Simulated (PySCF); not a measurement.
**Orbital energies and ionisation energy**

Species: C6H13F.
Geometry (PBE0-D3(BJ)/def2-SVP, Å), atoms numbered from 1 in this order:
```
atom  x, y, z in Å
C1    -1.5471    0.8469   -1.0265
C2    -1.0715   -0.1906   -0.0147
C3    -2.0525   -0.3062    1.1465
C4     0.3374    0.1009    0.5035
C5     1.4273    0.1097   -0.5586
C6     2.8170    0.2082    0.0237
F7     3.0797   -0.8793    0.8254
H8    -0.9081    0.8795   -1.9218
H9    -1.5511    1.8558   -0.5799
H10   -2.5727    0.6307   -1.3636
H11   -1.0362   -1.1709   -0.5267
H12   -2.1271    0.6488    1.6932
H13   -1.7340   -1.0764    1.8661
H14   -3.0631   -0.5677    0.7964
H15    0.3333    1.0721    1.0341
H16    0.6038   -0.6565    1.2589
H17    1.2941    0.9505   -1.2599
H18    1.3677   -0.8124   -1.1630
H19    3.5799    0.2409   -0.7731
H20    2.9230    1.1194    0.6397
```

Level: CAM-B3LYP/def2-SVPD (PySCF). Frontier orbitals with their largest atomic shares (Löwdin; up to four atoms above 4 %):

```csv
orbital,ε (eV),main atoms
HOMO−3,-10.93,"F7 17 %, C6 16 %, C5 12 %, H20 10 %"
HOMO−2,-10.52,"C2 18 %, C1 17 %, C4 16 %, H16 10 %"
HOMO−1,-10.47,"C2 18 %, C4 13 %, C3 11 %, C5 10 %"
HOMO,-10.32,?
LUMO,1.36,"C1 13 %, C6 10 %, C5 9 %, C3 8 %"
LUMO+1,1.73,"C6 15 %, C3 14 %, H19 11 %, H20 7 %"
LUMO+2,1.93,"H15 12 %, H18 11 %, H11 10 %, H20 9 %"
```

Task: What vertical ionisation energy does ΔSCF give, and how far is −ε(HOMO) from it?

Result: ΔSCF: 11.03 eV (1064 kJ/mol; threshold wavelength 112 nm); ⟨S²⟩ of the doublet left behind is 0.754, against 0.75 for a pure doublet. −ε(HOMO) is 10.32 eV, 0.71 eV below it. For the exact functional −ε(HOMO) would equal the first vertical ionisation energy; CAM-B3LYP (range-separated hybrid) falls short of its own ΔSCF value by 6 %. Holes in the HOMO−1 and HOMO−2 were tried too where these lie within 1.2 eV of the HOMO; the lowest converged state counts.

Task: On which atoms does the HOMO lie?

Result: C2 (sp3 CH carbon) 19 %, C4 (chain CH2 carbon) 18 %, C3 (methyl carbon) 10 %, C6 (sp3 C–F carbon) 10 %, so no atom holds as much as 40 %. The HOMO−1 lies 0.15 eV lower.

Task: With α = 76.0 au, estimate the like-pair dispersion coefficient by London's formula C6 = (3/4)α²I.

Result: I = 0.4054 Eh, so C6 ≈ 1760 au, a rough estimate.

Task: What total energies stand behind the ΔSCF value?

Result: E(N) = -335.91906 Eh and E(N − 1) = -335.51365 Eh at the same geometry, 0.40541 Eh apart.

Task: Shift the occupied levels rigidly so that −ε(HOMO) equals the ΔSCF value. What binding energies result?

Result: The shift is +0.71 eV: HOMO 11.03, HOMO−1 11.18, HOMO−2 11.23, HOMO−3 11.64 eV. A rigid shift is only a rough guide to the deeper ionisations.

The structure is a single PBE0-D3(BJ)/def2-SVP conformer in the gas phase; no vibrational or solvent corrections.
